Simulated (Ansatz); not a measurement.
Geometry optimisation, Ansatz, RKS B3LYP-D4/def2-SVP.

input.yaml

```yaml
crystal:
  periodic: [false, false, false]
  atoms:
    - { symbol: Ti, position_ang: [-0.545262, -0.164377, -0.297807] }
    - { symbol: F, position_ang: [0.039987, 0.983182, 2.436256] }
    - { symbol: F, position_ang: [0.801178, -1.040886, 0.354941] }
    - { symbol: F, position_ang: [-0.321753, 1.534866, -0.571575] }
    - { symbol: F, position_ang: [-1.03953, -0.900656, -1.789215] }
    - { symbol: P, position_ang: [-2.425123, -0.425042, 1.221359] }
    - { symbol: H, position_ang: [-3.405276, -0.651322, 0.211992] }
    - { symbol: H, position_ang: [-2.055475, -1.803113, 1.352361] }
    - { symbol: H, position_ang: [-0.856246, 1.155248, 2.600789] }
basis:
  gaussian: { orbitals: def2-SVP }
hamiltonian:
  xc: b3lyp
  dispersion: d4
relax:
  f_tol: 0.03
  max_steps: 50
output:
  orbitals: {}
```

Run as:

```bash
$ ansatz run input.yaml --threads 4 --pin off --max-ram 5120MiB --backend cpu --events-out ev --progress --plain --runs-dir out
```

Question: Where does it end, and by what steps?

Answer: The run converged. The force dipped under the threshold on the way, but the program's further checks kept it going. After 20 steps the energy has fallen by 0.146 eV; F2 moved furthest, 0.47 Å. Joined: Ti1–F2 (3.02 → 2.37 Å).

```json
{"step": "0", "energy less start (eV)": "0.0000", "largest force component (eV/Å)": "0.303", "accepted": "yes"}
{"step": "1", "energy less start (eV)": "-0.0500", "largest force component (eV/Å)": "0.624", "accepted": "yes"}
{"step": "2", "energy less start (eV)": "-0.1084", "largest force component (eV/Å)": "0.719", "accepted": "yes"}
{"step": "3", "energy less start (eV)": "-0.1198", "largest force component (eV/Å)": "0.289", "accepted": "yes"}
{"step": "4", "energy less start (eV)": "-0.1371", "largest force component (eV/Å)": "0.136", "accepted": "yes"}
{"step": "5", "energy less start (eV)": "-0.1317", "largest force component (eV/Å)": "0.149", "accepted": "no"}
{"step": "6", "energy less start (eV)": "-0.1415", "largest force component (eV/Å)": "0.051", "accepted": "yes"}
{"step": "7", "energy less start (eV)": "-0.1420", "largest force component (eV/Å)": "0.063", "accepted": "yes"}
{"step": "8", "energy less start (eV)": "-0.1423", "largest force component (eV/Å)": "0.028", "accepted": "yes"}
{"step": "9", "energy less start (eV)": "-0.1429", "largest force component (eV/Å)": "0.074", "accepted": "yes"}
{"step": "10", "energy less start (eV)": "-0.1433", "largest force component (eV/Å)": "0.074", "accepted": "yes"}
{"step": "11", "energy less start (eV)": "-0.1439", "largest force component (eV/Å)": "0.080", "accepted": "yes"}
{"step": "12", "energy less start (eV)": "-0.1441", "largest force component (eV/Å)": "0.096", "accepted": "yes"}
{"step": "13", "energy less start (eV)": "-0.1445", "largest force component (eV/Å)": "0.106", "accepted": "yes"}
{"step": "14", "energy less start (eV)": "-0.1448", "largest force component (eV/Å)": "0.063", "accepted": "yes"}
{"step": "15", "energy less start (eV)": "-0.1451", "largest force component (eV/Å)": "0.034", "accepted": "yes"}
{"step": "16", "energy less start (eV)": "-0.1454", "largest force component (eV/Å)": "0.021", "accepted": "yes"}
{"step": "17", "energy less start (eV)": "-0.1455", "largest force component (eV/Å)": "0.072", "accepted": "yes"}
{"step": "18", "energy less start (eV)": "-0.1456", "largest force component (eV/Å)": "0.050", "accepted": "yes"}
{"step": "19", "energy less start (eV)": "-0.1457", "largest force component (eV/Å)": "0.034", "accepted": "yes"}
{"step": "20", "energy less start (eV)": "-0.1457", "largest force component (eV/Å)": "0.025", "accepted": "yes"}
```

```xyz
9
Properties=species:S:1:pos:R:3
Ti -0.438 -0.068 -0.081
F -0.045 1.038 1.973
F 1.008 -0.888 0.430
F -0.394 1.580 -0.637
F -0.934 -0.955 -1.486
P -2.431 -0.551 1.380
H -3.383 -0.330 0.343
H -2.331 -1.962 1.195
H -0.859 0.823 2.403
```

Whether the end is a true minimum wasn't checked by a vibrational analysis.

Run time: 51 s on 4 threads of Arm Neoverse V2 (shared host), peak memory 0.33 GiB.
